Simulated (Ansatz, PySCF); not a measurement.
Spin states of FNbO (SMILES [O]=[Nb][F]), each relaxed with B3LYP-D3(BJ)/def2-TZVP.
State 1 (charge 0, multiplicity 3):
| atom | x (Å) | y (Å) | z (Å) |
|---|---|---|---|
| Nb | 0.3382 | -0.1392 | 0.4712 |
| O | 1.1161 | -0.2071 | -1.0361 |
| F | -1.4874 | 0.3937 | 0.4945 |
State 2 (charge 0, multiplicity 1):
| atom | x (Å) | y (Å) | z (Å) |
|---|---|---|---|
| Nb | 0.3766 | -0.1589 | 0.5507 |
| O | 0.9788 | -0.1686 | -1.0201 |
| F | -1.3885 | 0.3748 | 0.3990 |

Singlets are restricted, other states unrestricted; no spin–orbit coupling, no relativity up to Kr; see below for the cores. The largest T1 diagnostic is 0.068.

Correlated levels freeze the inner cores; with def2 sets outer-core shells near the valence are correlated too.

Codes used: Ansatz (a first-principles code); PySCF for the dispersion terms.  In def2 rows elements past Kr take small-core potentials, without spin–orbit coupling.

What is the computed energy of the multiplicity-1 state less that of the multiplicity-3 state (B2PLYP/def2-TZVPP)?

13.4 kcal/mol

What is the computed energy of the multiplicity-1 state less that of the multiplicity-3 state (PBE-D4/def2-TZVPP)?

14.4 kcal/mol

Predict the energy of the multiplicity-1 state less that of the multiplicity-3 state from B3LYP-D4/def2-TZVPP.

15.1 kcal/mol

Doubts at one or more of the structures used: a restricted determinant that unrestricted orbitals would lower (B2PLYP/def2-TZVPP).
